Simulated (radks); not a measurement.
Values are calculated unless marked as measured or tabulated.
Rh II, 44 electrons, occupied as [Kr] 4d6.5 5p1.5 (fractional occupations, a model configuration).

Level of theory: scalar-relativistic Kohn-Sham, PBE, spin-polarised, spherical densities, point nucleus; open shells are filled with parallel spins first (spin-orbit coupling, left out, can overturn this in heavy ions) (a radial shooting solver on a logarithmic mesh with Libxc functionals).

Energy parts (Ry):
| part | energy |
|---|---|
| total | -9566.86922 |
| kinetic | 9908.24482 |
| electron-nucleus | -23043.38819 |
| Hartree | 3844.36419 |
| exchange-correlation | -276.09003 |

Orbitals (lengths in bohr, moments of r in powers of bohr; r(max) is where P^2 peaks):
1s up: occ. 1; eigenvalue (Ry) -1694.492; <r^2> 0.001438; r(max) 0.02117; <r^4> 5.366e-06; <r> 0.03263
1s down: occ. 1; eigenvalue (Ry) -1694.490; <r^2> 0.001438; r(max) 0.02117; <r^4> 5.366e-06; <r> 0.03263
2s up: occ. 1; eigenvalue (Ry) -246.6920; <r^2> 0.02374; r(max) 0.1198; <r^4> 0.0009693; <r> 0.1419
2s down: occ. 1; eigenvalue (Ry) -246.6492; <r^2> 0.02374; r(max) 0.1198; <r^4> 0.0009691; <r> 0.1419
2p up: occ. 3; eigenvalue (Ry) -221.1996; <r^2> 0.01869; r(max) 0.09577; <r^4> 0.0006945; <r> 0.1237
2p down: occ. 3; eigenvalue (Ry) -221.1664; <r^2> 0.01869; r(max) 0.09576; <r^4> 0.0006943; <r> 0.1237
3s up: occ. 1; eigenvalue (Ry) -45.05488; <r^2> 0.1747; r(max) 0.3514; <r^4> 0.04695; <r> 0.3907
3s down: occ. 1; eigenvalue (Ry) -45.03219; <r^2> 0.1746; r(max) 0.3515; <r^4> 0.04687; <r> 0.3906
3p up: occ. 3; eigenvalue (Ry) -36.67782; <r^2> 0.1772; r(max) 0.3446; <r^4> 0.05080; <r> 0.3905
3p down: occ. 3; eigenvalue (Ry) -36.65182; <r^2> 0.1771; r(max) 0.3447; <r^4> 0.05068; <r> 0.3904
3d up: occ. 5; eigenvalue (Ry) -23.29114; <r^2> 0.1640; r(max) 0.2913; <r^4> 0.05103; <r> 0.3704
3d down: occ. 5; eigenvalue (Ry) -23.25120; <r^2> 0.1638; r(max) 0.2915; <r^4> 0.05080; <r> 0.3703
4s up: occ. 1; eigenvalue (Ry) -7.29984; <r^2> 1.080; r(max) 0.8814; <r^4> 1.752; <r> 0.9768
4s down: occ. 1; eigenvalue (Ry) -7.10746; <r^2> 1.074; r(max) 0.8790; <r^4> 1.733; <r> 0.9737
4p up: occ. 3; eigenvalue (Ry) -4.92875; <r^2> 1.314; r(max) 0.9431; <r^4> 2.712; <r> 1.072
4p down: occ. 3; eigenvalue (Ry) -4.72578; <r^2> 1.308; r(max) 0.9401; <r^4> 2.693; <r> 1.069
4d up: occ. 5; eigenvalue (Ry) -1.56405; <r^2> 2.443; r(max) 1.124; <r^4> 11.36; <r> 1.429
4d down: occ. 1.5; eigenvalue (Ry) -1.35372; <r^2> 2.491; r(max) 1.119; <r^4> 12.07; <r> 1.439
5p up: occ. 1.5; eigenvalue (Ry) -0.67265; <r^2> 12.93; r(max) 2.894; <r^4> 262.4; <r> 3.374
5p down: occ. 0; eigenvalue (Ry) -0.53194; <r^2> 13.55; r(max) 2.950; <r^4> 293.1; <r> 3.450

The highest occupied level is 5p up at -9.152 eV. The density falls to 0.001 e/bohr^3 at r = 4.52 bohr.

Run on one thread of a shared host, so times are rough (Arm Neoverse V2): 0.2 s of CPU time, 0.2 s wall, 14 iterations on 2602 mesh points.
